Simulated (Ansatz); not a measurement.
Ti2O4⁺, relaxed as a doublet with UKS r2SCAN-D4/def2-SVP in Ansatz, starting from the GFN2-xTB geometry. Force threshold 0.02 eV/Å.

The relaxation made no stability test and no search for a lower SCF solution. No other spin state of charge 1 was run. The structure comes from a short search, and lower isomers may exist.

Start:

```csv
atom,x (Å),y (Å),z (Å)
Ti1,1.034,-0.856,0.254
Ti2,-1.036,0.864,-0.241
O3,-0.162,-0.506,-1.093
O4,2.453,-0.227,-0.279
O5,0.165,0.521,1.102
O6,-2.454,0.204,0.255
```

(1) Estimate the energy that the relaxation releases and the steps that it takes.

(2) Does the start keep its bonding and symmetry?

(3) Predict the relaxed structure.

Answers

(1) 16.2 kJ/mol, in 28 steps; 2.6 min on 4 threads of Arm Neoverse V2 on a shared host. The force fell under the threshold at step 27, but the optimiser went on. No frequencies were taken in this run, so the end may be a saddle point.

(2) By distances, no bond broke or formed. The bond that changes most is Ti2–O6, from 1.64 to 1.77 Å (atoms count from 1). Point group C2h at the start, Cs at the end, both within 0.05 Å.

(3) 
Cartesian coordinates in Å:
```
Ti 1.0827 -0.8661 0.2421
Ti -0.9709 0.8395 -0.2448
O -0.1853 -0.4434 -1.1143
O 2.4559 -0.2613 -0.2421
O 0.1386 0.5663 1.0652
O -2.5209 0.1650 0.2940
```
Bond lengths (bridged metal pairs left out): 6 × O–Ti 1.58 to 1.90 Å.
